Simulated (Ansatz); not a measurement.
Two isomers of C6H12O: A = `CCC(C)C(C)=O`, B = `CCCCCC=O`.

Isolated molecules relaxed with PBE0-D4/def2-TZVP in Ansatz; ΔE leaves out vibrations. CBS: MP2 limit from def2 TZ/QZ plus the TZ coupled-cluster correction, frozen cores. DFT in def2-TZVPP. B3LYP here is the variant with VWN-RPA as its local correlation; programs differ in this. Each species was taken in one conformer, which may not be the lowest.

Which isomer does CCSD(T)/CBS put lower? Give the gap. (Best estimate.)

Ansatz gave: A, by 34.7 kJ/mol.

Give E(B) − E(A) in kJ/mol with CCSD(T)/def2-SVP, CCSD(T)/def2-TZVPP, MP2/def2-TZVPP, CCSD/def2-TZVPP, r2SCAN-D4, B3LYP, ωB97M-V. (An estimate is asked.)

The calculation gave: CCSD(T)/def2-SVP 34.4, CCSD(T)/def2-TZVPP 34.9, MP2/def2-TZVPP 37.2, CCSD/def2-TZVPP 32.7, r2SCAN-D4 38.7, B3LYP 29.0, ωB97M-V 36.3. None reverses the order clearly.

Largest T1 diagnostic: 0.012.

Leaving LDA and LC-ωPBE aside and taking each functional with its dispersion term where it has one, the values, not all of them listed here, spread over 6.4 kJ/mol, from B2PLYP to r2SCAN-D4. LDA lies +9.1 kJ/mol from PBE without D4. The D4 term adds +6.6 kJ/mol with B3LYP and +3.7 kJ/mol with PBE0; it sums over pairs of atoms, weighted by their polarisabilities, and B3LYP, whose exchange is more repulsive, gets the larger term.
